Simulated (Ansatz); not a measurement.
Computed with Ansatz on PBE0-D4/def2-TZVP structures; ΔE is electronic, products minus reactants. CCSD(T)/CBS adds triple-zeta CCSD(T) − MP2 to the extrapolated MP2 energy (def2 sets, frozen cores). Functionals use def2-TZVPP. B3LYP here is the variant with VWN-RPA as its local correlation; programs differ in this.

Reaction (isomerisation): `B1CCO1` → `BC1CO1`

(1) Is it downhill or uphill in electronic energy at CCSD(T)/CBS, and by how much? (Best estimate.)

(2) What do these levels give: r2SCAN-D4, B97M-V, B3LYP-D4, ωB97X-V, BLYP, r2SCAN, BHLYP, MP2/def2-SVP, CCSD/def2-SVP, CCSD/def2-TZVPP, MP2/def2-QZVPP, HF/CBS(def2)? (Best estimate.)

Largest T1 diagnostic among the species: 0.014.

## Answers

(1) Computed: Uphill: ΔE = +54.1 kcal/mol.

(2) Computed: r2SCAN-D4 52.1, B97M-V 52.3, B3LYP-D4 52.3, ωB97X-V 52.8, BLYP 50.6, r2SCAN 52.1, BHLYP 53.6, MP2/def2-SVP 57.2, CCSD/def2-SVP 56.7, CCSD/def2-TZVPP 54.0, MP2/def2-QZVPP 54.2, HF/CBS(def2) 52.5 kcal/mol.

From BLYP to BHLYP (50 % exact exchange), in def2-TZVPP and without D4, ΔE moves by +3.1 kcal/mol. Leaving LDA and LC-ωPBE aside and taking each functional with its dispersion term where it has one, the values, not all of them listed here, spread over 3.9 kcal/mol, from revPBE-D4 to PBE-QIDH. LDA lies +4.1 kcal/mol from PBE without D4.
